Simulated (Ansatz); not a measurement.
`[NH2][Ge][F]` + HBr → `[NH2][Ge][Br]` + H–F at 600 K and 1 bar (ligand exchange at a Ge–F bond).

Computed with Ansatz on PBE0-D4/def2-TZVP structures; ΔE is electronic, products minus reactants. CBS: MP2 limit from def2 TZ/QZ plus the TZ coupled-cluster correction, frozen cores. This one scheme is used for every species. For Br, Ge outer-core shells are correlated without core-valence functions, which leaves a few kJ/mol of doubt a bond. Scalar relativity is left out up to krypton. Each species was taken in one conformer, which may not be the lowest.

| species | CCSD(T)/CBS energy (Eh) | H − E (kJ/mol) | S (J/(mol·K)) |
| --- | --- | --- | --- |
| `[NH2][Ge][F]` | -2231.86581 | 107.5 | 335.1 |
| HBr | -2573.91920 | 33.5 | 219.1 |
| `[NH2][Ge][Br]` | -4705.39826 | 106.7 | 360.0 |
| H–F | -100.39570 | 42.3 | 194.0 |

H − E and S are ideal-gas, rigid-rotor, harmonic terms from PBE0-D4/def2-TZVP, for one conformer and one mirror image of each species. 1 Eh = 2625.50 kJ/mol, R = 8.31446 J/(mol·K).

Q: By hand: ΔE, ΔH, ΔS and ΔG.

A: ΔE = (-4705.39826) + (-100.39570) − (-2231.86581) − (-2573.91920) = -0.00895 Eh = -23.5 kJ/mol. Δ(H − E) = 106.7 + 42.3 − 107.5 − 33.5 = 8.0, so ΔH = -15.5 kJ/mol. ΔS = 360.0 + 194.0 − 335.1 − 219.1 = -0.2 J/(mol·K). ΔG = -15.5 − 600 × (-0.2)/1000 = -15.4 kJ/mol.

Q: By hand: the equilibrium constant, and the temperature at which ΔG would vanish if ΔH and ΔS stayed fixed.

A: log₁₀ K = −ΔG/(RT ln 10) = 1.3. ΔG = 0 at ΔH/ΔS = 77500 K, far beyond where these terms or the molecules hold.

The number of gas molecules stays the same, so ΔS is small and ΔH decides. A doubt of 5 kJ/mol in ΔE shifts log₁₀ K by 0.4 here. Other conformers and mirror images would add mixing entropy, several J/(mol·K) or more a flexible species. These are equilibria of isolated gas molecules and say nothing of rates. Largest T1 diagnostic: 0.014 (customary marks: 0.02 for closed shells, 0.045 for open ones).
